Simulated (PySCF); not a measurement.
Cl2Te, triplet, geometry from GFN2-xTB (a higher spin typed on purpose: for a closed-shell molecule this is an excited state) (core potentials on Te); CAMB3LYP/def2-SVP (PySCF).

The PySCF input:
```python
from pyscf import gto, scf, dft

mol = gto.M(
    atom='''
Te   -0.068246   -0.051895    0.739223
Cl    1.149156    1.355091   -1.200721
Cl   -0.940405   -1.196353   -1.060433
''',
    basis='def2-svp',
    ecp={'Te': 'def2-svp'},
    charge=0,
    spin=2,
    verbose=4,
)

mf = dft.UKS(mol)
mf.xc = 'camb3lyp'
mf.kernel()
```

The log (banner, timings and long lists left out):

```
PySCF version 2.14.0

[INPUT] verbose = 4
[INPUT] num. atoms = 3
[INPUT] num. electrons = 58
[INPUT] charge = 0
[INPUT] spin (= nelec alpha-beta = 2S) = 2
[INPUT] symmetry False subgroup None
[INPUT] Mole.unit = angstrom
[INPUT] Symbol           X                Y                Z      unit          X                Y                Z       unit  Magmom
[INPUT]  1 Te    -0.068246000000  -0.051895000000   0.739223000000 AA   -0.128966249097  -0.098067337234   1.396929014979 Bohr   0.0
[INPUT]  2 Cl     1.149156000000   1.355091000000  -1.200721000000 AA    2.171590114401   2.560750863863  -2.269033842014 Bohr   0.0
[INPUT]  3 Cl    -0.940405000000  -1.196353000000  -1.060433000000 AA   -1.777107896172  -2.260779518302  -2.003927943451 Bohr   0.0

nuclear repulsion = 220.355334572087
number of shells = 26
number of NR pGTOs = 133
number of NR cGTOs = 62
basis = def2-svp
ecp = {'Te': 'def2-svp'}

******** <class 'pyscf.dft.uks.UKS'> ********
method = UKS
initial guess = minao
damping factor = 0
level_shift factor = 0
DIIS = <class 'pyscf.scf.diis.CDIIS'>
diis_start_cycle = 1
diis_space = 8
diis_damp = 0
SCF conv_tol = 1e-09
SCF conv_tol_grad = None
SCF max_cycles = 50
direct_scf = True
direct_scf_tol = 1e-13
number electrons alpha = 30  beta = 28
XC library pyscf.dft.libxc version 7.1.2
    S. Lehtola, C. Steigemann, M. J. T. Oliveira, and M. A. L. Marques,  SoftwareX 7, 1–5 (2018)
XC functionals = camb3lyp
    T. Yanai, D. P. Tew, and N. C. Handy,  Chem. Phys. Lett. 393, 51 (2004)
radial grids:
    Treutler-Ahlrichs [JCP 102, 346 (1995); DOI:10.1063/1.469408] (M4) radial grids

becke partition: Becke, JCP 88, 2547 (1988); DOI:10.1063/1.454033
pruning grids: <function nwchem_prune>
grids dens level: 3
symmetrized grids: False
atomic radii adjust function: <function treutler_atomic_radii_adjust>
small_rho_cutoff = 0
Set gradient conv threshold to 3.16228e-05
tot grids = 59720
init E= -1160.38878963684

cycle= 1 E= -1185.63871685706  delta_E= -25.2  |g|= 2.05  |ddm|= 5.56

cycle= 2 E= -1184.55354314244  delta_E= 1.09  |g|=  2.4  |ddm|= 8.04

cycle= 3 E= -1188.0722499425  delta_E= -3.52  |g|= 0.217  |ddm|= 6.68
cycle= 4 E= -1188.098489274  delta_E= -0.0262  |g|= 0.108  |ddm|= 0.499
cycle= 5 E= -1188.10730185156  delta_E= -0.00881  |g|= 0.0277  |ddm|= 0.181
cycle= 6 E= -1188.10871720534  delta_E= -0.00142  |g|= 0.0143  |ddm|= 0.078
cycle= 7 E= -1188.10925778937  delta_E= -0.000541  |g|= 0.00801  |ddm|= 0.0433
cycle= 8 E= -1188.10969729309  delta_E= -0.00044  |g|= 0.00445  |ddm|= 0.0567
cycle= 9 E= -1188.1098368032  delta_E= -0.00014  |g|= 0.00206  |ddm|= 0.0354
cycle= 10 E= -1188.10987450563  delta_E= -3.77e-05  |g|= 0.000837  |ddm|= 0.0214
cycle= 11 E= -1188.10988023488  delta_E= -5.73e-06  |g|= 0.000471  |ddm|= 0.0072
cycle= 12 E= -1188.10988193336  delta_E= -1.7e-06  |g|= 0.000185  |ddm|= 0.00446
cycle= 13 E= -1188.10988216168  delta_E= -2.28e-07  |g|= 8.36e-05  |ddm|= 0.00154
cycle= 14 E= -1188.10988221253  delta_E= -5.09e-08  |g|= 3.24e-05  |ddm|= 0.000845
cycle= 15 E= -1188.10988221962  delta_E= -7.08e-09  |g|= 1.26e-05  |ddm|= 0.000342
cycle= 16 E= -1188.10988222058  delta_E= -9.63e-10  |g|= 8.17e-06  |ddm|= 0.000126
Extra cycle  E= -1188.10988222087  delta_E= -2.93e-10  |g|= 6.29e-06  |ddm|= 5.03e-05
converged SCF energy = -1188.10988222087  <S^2> = 2.0113543  2S+1 = 3.00756
```
